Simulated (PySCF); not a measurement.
Can point charges reproduce the dipole moment of `S=C=NC1CCCCC1`?

Coordinates (PBE0-D3(BJ)/def2-SVP, Å) and charges (e) from the PBE0/pcSseg-1 density (PySCF):

```tsv
atom	x	y	z	Mulliken	IAO	Hirshfeld	ESP-fitted
S1	2.100	-1.241	-3.673	-0.0817	-0.0981	-0.1517	-0.1373
C2	1.503	-0.997	-2.225	+0.2237	+0.0524	+0.0835	-0.0283
N3	1.109	-0.795	-1.122	-0.4537	-0.1922	-0.0806	-0.1417
C4	0.110	-0.766	-0.105	-0.0859	+0.0029	+0.0454	+0.3064
C5	-0.428	-2.179	0.157	-0.1682	-0.2555	-0.0673	-0.1849
C6	-1.241	-2.709	-1.019	-0.2348	-0.2552	-0.0692	+0.1466
C7	-2.367	-1.750	-1.395	-0.2278	-0.2518	-0.0668	-0.1548
C8	-1.837	-0.347	-1.676	-0.2348	-0.2552	-0.0693	+0.1435
C9	-1.025	0.188	-0.502	-0.1686	-0.2555	-0.0673	-0.1801
H10	0.591	-0.389	0.812	+0.1355	+0.1561	+0.0512	-0.0046
H11	0.412	-2.850	0.394	+0.1374	+0.1434	+0.0425	+0.0563
H12	-1.062	-2.126	1.058	+0.1243	+0.1323	+0.0424	+0.0471
H13	-0.578	-2.858	-1.889	+0.1381	+0.1327	+0.0304	-0.0053
H14	-1.646	-3.702	-0.771	+0.1280	+0.1387	+0.0430	-0.0128
H15	-3.095	-1.703	-0.565	+0.1117	+0.1206	+0.0330	+0.0353
H16	-2.918	-2.132	-2.269	+0.1288	+0.1375	+0.0424	+0.0297
H17	-2.667	0.342	-1.896	+0.1280	+0.1387	+0.0430	-0.0132
H18	-1.207	-0.366	-2.583	+0.1382	+0.1327	+0.0302	-0.0039
H19	-0.606	1.180	-0.727	+0.1375	+0.1434	+0.0425	+0.0552
H20	-1.676	0.308	0.382	+0.1244	+0.1323	+0.0425	+0.0466
```

**Question.** Compute μ = Σ q r for each scheme (1 e·Å = 4.803 D) and compare with the dipole of the full density.

**Answer.** The full density gives (-2.61, 0.11, 2.79) D, 3.82 D in size; dipole vectors point from the negative to the positive end.

```csv
scheme,μx,μy,μz,size (D),share of the full size (%),angle to the full dipole (°)
Mulliken,-3.12,-0.44,1.24,3.38,89,27
IAO,-2.38,0.08,2.46,3.42,90,1
Hirshfeld,-1.77,0.19,2.32,2.93,77,6
ESP-fitted,-2.61,0.13,2.86,3.87,101,1
```

**Question.** Which set comes closest?

**Answer.** Length of the difference vector: ESP-fitted 0.07 D, IAO 0.40 D, Hirshfeld 0.96 D, Mulliken 1.72 D. Closest: ESP-fitted. ESP charges are fitted to the potential around the molecule, whose slowest-falling term is the dipole's. The schemes that divide the density aren't constrained to reproduce the dipole.

**Question.** What is left for the Hirshfeld atoms' own dipoles?

**Answer.** The shares of the density sum to the whole, so what Σ q r misses lies in dipoles about the nuclei. The atomic dipoles sum to (-2.61, 0.11, 2.79) − (-1.77, 0.19, 2.32) = (-0.84, -0.08, 0.47) D, 0.96 D in size.

**Question.** With the origin at the mean of the coordinates, (-0.826, -1.245, -0.981) Å, which are the largest single terms, by size, of the Mulliken dipole along the direction of the full one?

**Answer.** N3 +3.08, C2 -2.68, S1 +1.56, H15 +0.99, H12 +0.97 D; all 20 atoms together +3.02 D. The single terms depend on the origin, their sum doesn't.

**Question.** Give the size of the full dipole in other units.

**Answer.** 3.82 D = 1.502 au = 0.795 e·Å = 12.74 × 10⁻³⁰ C·m.

One conformer (not necessarily the lowest) at the PBE0-D3(BJ)/def2-SVP geometry, without solvent, vibrations or thermal averaging.
